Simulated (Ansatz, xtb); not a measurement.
# C4H6BF3: which of two isomers lies lower

Structure a is `C/C(=C\CF)B(F)F`, a singlet and structure b is `CC/C(=C/F)B(F)F`, a singlet. Both are isolated molecules in the gas phase, relaxed with r2SCAN-D4/def2-SVP; the shapes shown needn't be the lowest conformers.

a (Å):

```json
{"atom": "C", "x (Å)": "-1.9800", "y (Å)": "1.3615", "z (Å)": "0.1176"}
{"atom": "C", "x (Å)": "-1.7126", "y (Å)": "-0.0697", "z (Å)": "0.5126"}
{"atom": "C", "x (Å)": "-1.7815", "y (Å)": "-1.0768", "z (Å)": "-0.3887"}
{"atom": "C", "x (Å)": "-2.1187", "y (Å)": "-0.8938", "z (Å)": "-1.8289"}
{"atom": "B", "x (Å)": "-1.3479", "y (Å)": "-0.4324", "z (Å)": "1.9716"}
{"atom": "F", "x (Å)": "-2.1055", "y (Å)": "-2.0982", "z (Å)": "-2.4956"}
{"atom": "F", "x (Å)": "-1.2563", "y (Å)": "0.5002", "z (Å)": "2.9131"}
{"atom": "F", "x (Å)": "-1.1109", "y (Å)": "-1.6835", "z (Å)": "2.3476"}
{"atom": "H", "x (Å)": "-1.2848", "y (Å)": "1.7024", "z (Å)": "-0.6699"}
{"atom": "H", "x (Å)": "-1.8753", "y (Å)": "2.0445", "z (Å)": "0.9717"}
{"atom": "H", "x (Å)": "-2.9999", "y (Å)": "1.4873", "z (Å)": "-0.2871"}
{"atom": "H", "x (Å)": "-1.5837", "y (Å)": "-2.1116", "z (Å)": "-0.0815"}
{"atom": "H", "x (Å)": "-1.3967", "y (Å)": "-0.2082", "z (Å)": "-2.3170"}
{"atom": "H", "x (Å)": "-3.1219", "y (Å)": "-0.4350", "z (Å)": "-1.9416"}
```

b (Å):

```yaml
atoms:
  - { symbol: C, position_ang: [-0.1443, 2.0643, -1.2268] }
  - { symbol: C, position_ang: [0.0288, 0.7499, -0.4629] }
  - { symbol: C, position_ang: [-1.0590, -0.2539, -0.7756] }
  - { symbol: C, position_ang: [-0.7518, -1.3587, -1.4773] }
  - { symbol: B, position_ang: [-2.5042, 0.0201, -0.2913] }
  - { symbol: F, position_ang: [-1.6430, -2.2873, -1.8126] }
  - { symbol: F, position_ang: [-2.7489, 1.0807, 0.4732] }
  - { symbol: F, position_ang: [-3.5393, -0.7494, -0.5855] }
  - { symbol: H, position_ang: [-1.1169, 2.5279, -0.9987] }
  - { symbol: H, position_ang: [0.6425, 2.7859, -0.9567] }
  - { symbol: H, position_ang: [-0.0967, 1.8973, -2.3147] }
  - { symbol: H, position_ang: [0.0225, 0.9585, 0.6215] }
  - { symbol: H, position_ang: [1.0187, 0.3150, -0.6874] }
  - { symbol: H, position_ang: [0.2543, -1.6145, -1.8371] }
```

Quicker runs give these differences E(b) − E(a): GFN2-xTB −0.024 eV; HF/STO-3G −0.333 eV (at GFN2-xTB geometries); r2SCAN-D4/def2-SVP//GFN2-xTB −0.183 eV.

Q: Estimate E(b) − E(a) at the level CCSD(T)/def2-SVP + ΔMP2/def2-TZVPP.

A: Too close to call at this level: CCSD(T)/def2-SVP + ΔMP2/def2-TZVPP gives E(b) − E(a) = −0.061 eV.

The same difference at several levels:

```
                             level            geometry  E(b) − E(a) (eV)  departure from the last row (eV)  job, with rough time for the two
                          GFN2-xTB            GFN2-xTB              −0.024                            +0.037              optimisation, 0.13 s
                         HF/STO-3G            GFN2-xTB              −0.333                            −0.272              single point, 0.32 s
      r2SCAN-D4/def2-SVP//GFN2-xTB            GFN2-xTB              −0.183                            −0.123               single point, 3.6 s
                r2SCAN-D4/def2-SVP  r2SCAN-D4/def2-SVP              −0.183                            −0.122                optimisation, 35 s
                       HF/def2-SVP  r2SCAN-D4/def2-SVP              −0.030                            +0.031           part of the CCSD(T) run
                      MP2/def2-SVP  r2SCAN-D4/def2-SVP              −0.180                            −0.119           part of the CCSD(T) run
                  CCSD(T)/def2-SVP  r2SCAN-D4/def2-SVP              −0.151                            −0.091                      single point
CCSD(T)/def2-SVP + ΔMP2/def2-TZVPP  r2SCAN-D4/def2-SVP              −0.061                                                  single point, 95 s
```

As drawn, both hold the same kinds of bond in the same numbers.

The largest departure from CCSD(T)/def2-SVP + ΔMP2/def2-TZVPP is that of HF/STO-3G, 0.272 eV. The last row adds to CCSD(T) the change of the MP2 difference between the two basis sets, here +0.091 eV.

With thermal terms from frequencies at re-optimised GFN2-xTB minima (ideal gas, soft modes damped towards free rotors, one conformer each, 298.15 K, 1 atm): the zero-point term adds +0.031 eV; ΔH is −0.035 and ΔG −0.013 eV.

The correlated steps freeze 8 core orbitals. Codes used: Ansatz 0.2.0, xtb 6.7.1; the last row on 4 threads of Arm Neoverse V2 on a shared host.
